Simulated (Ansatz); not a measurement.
Question: Name a neutral molecule of F, Ga, I and H with HOMO energy (PBE0/def2-TZVPP) between -8.05 and -7.75 eV and HOMO energy (B3LYP/def2-TZVPP) between -7.85 and -7.55 eV (Ansatz, PBE0-D4/def2-TZVP geometry).

Answer: `[F][GaH][I]` (-8.04 eV, -7.78 eV). Other molecules can fit too; these were computed, each in one conformer that needn't be the lowest.

B3LYP here is the variant with VWN-RPA as its local correlation; programs differ in this.
